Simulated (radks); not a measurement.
Valence configurations of the promethium ion Pm2+ (all share [Xe]). All-electron calculation, scalar-relativistic Kohn-Sham, SCAN, spin-polarised, spherical densities, finite nucleus; open shells are filled with parallel spins first (spin-orbit coupling, left out, can overturn this in heavy ions); meta-GGA in the generalised Kohn-Sham scheme; Fermi nuclear charge, rms radius 4.962 fm. Program: a radial shooting solver on a logarithmic mesh with Libxc functionals. Energies are relative to 4f5; eigenvalues in eV for spin up.

valence      E (eV)  moment (Bohr magnetons)    e(4f)    e(5d)    e(6p)    e(6s)
4f5           0.000                        5  -16.375        -        -        -
4f4.5 6p0.5   4.188                        5  -20.915        -  -11.095        -
4f4 6p1       9.983                        5  -25.744        -  -12.360        -
4f3 5d2      13.481                        5  -28.388  -17.245        -        -
4f3 6s1 6p1  22.614                        5  -35.203        -  -13.913  -19.005
4f2 5d2 6s1  30.146                        5  -38.446  -20.955        -  -17.971

NIST lists [Xe] 4f5 as the ground configuration; this level of theory agrees among the configurations tried. The energies are those of spherical high-spin densities, not of single terms. No valid solution was reached for [Xe] 4f4 6s1; [Xe] 4f3 6s2; [Xe] 4f3 5d1 6s1; [Xe] 4f2 6s2 6p1.
